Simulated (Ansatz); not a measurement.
Mulliken charges of FHMoO₃ (`[O]=[Mo](=[O])([OH])[F]`) from ωB97M-V/def2-TZVPP in Ansatz (PBE0-D4/def2-TZVP geometry).

```tsv
atom	x (Å)	y (Å)	z (Å)	charge (e)
O1	0.807	-1.223	1.266	-0.496
Mo2	0.323	-0.311	-0.045	1.652
O3	-0.557	-1.300	-1.062	-0.486
O4	-0.743	1.088	0.559	-0.494
F5	1.799	0.343	-0.936	-0.395
H6	-1.586	1.339	0.172	0.219
```

Q: By hand: the dipole of these point charges (1 e Å = 4.8032 D).

A: Σ q r = (-0.287, 0.345, -0.055) e Å, of length 0.452 e Å = 2.17 D.

Q: How does the dipole of the full density compare? (Estimate.)

A: Computed: (-0.374, 0.438, -0.101) e Å, 2.81 D; the point charges give 0.77 times that, at 3° from its direction.

Point charges leave out the atoms' own dipoles, such as those of lone pairs, and Mulliken's split depends on the basis, so the two needn't agree.
